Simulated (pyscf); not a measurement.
**H₂N–NH–InH₂, singlet**

Gas-phase minimum from PySCF at ωB97X-D3(BJ)/def2-SVP, one conformer. H₂N–NH–InH₂ lies 43.7 kcal/mol over its isomer H₂N–InH–NH₂ (electronic energy, ωB97M-D3(BJ)/def2-TZVP). 

```
N
H 1 1.0150
N 1 1.4139 2 109.96
H 3 1.0196 1 110.42 2 121.00
H 3 1.0196 4 106.93 1 -120.17
In 1 2.0248 2 121.83 3 180.00
H 6 1.7170 1 116.40 2 0.00
H 6 1.7201 7 129.07 1 179.99
```

Properties at ωB97X-D3(BJ)/def2-SVP:

```json
{
  "harmonic_wavenumbers_unscaled": "187, 206, 244, 409, 468, 570, 577, 616, 905, 1198, 1307, 1407, 1671, 1846, 1855, 3514, 3590, 3618 cm⁻¹",
  "zero_point_energy": "34.6 kcal/mol",
  "rotational_symmetry_number": "1",
  "Entropy of this conformer at 298 K and 1 atm, rigid rotor and harmonic oscillator, modes under 100 cm⁻¹ raised to 100": "313.5 J/(mol K)",
  "dipole_moment": "0.89 D"
}
```

Single-point totals, which compare only within one level (frozen core for MP2 and CC):

```
level                   total energy (hartree)
----------------------  ----------------------
ωB97X-D3(BJ)/def2-TZVP              -302.73945
PBE/def2-TZVP                       -302.49448
r²SCAN/def2-TZVP                    -302.63369
B3LYP-D3(BJ)/def2-TZVP              -302.70953
PBE0-D3(BJ)/def2-TZVP               -302.50122
M06-2X/def2-TZVP                    -302.50079
ωB97M-D3(BJ)/def2-TZVP              -302.68415
HF/def2-TZVPP                       -300.99558
MP2/def2-TZVPP                      -301.72406
CCSD/def2-TZVPP                     -301.74138
CCSD(T)/def2-TZVPP                  -301.76786
```

Soft torsions are taken as harmonic, which can shift the entropy by several J/(mol K). The CCSD(T) − MP2 part came from Ansatz, without density fitting, on the same reference. The frozen core leaves the outer d or s,p core shells of the metals and heavy elements correlated in the MP2 and CC values, and def2-TZVPP describes them poorly, so these totals are far from the basis limit. Elements past Kr carry the def2 core potentials, without spin-orbit coupling.
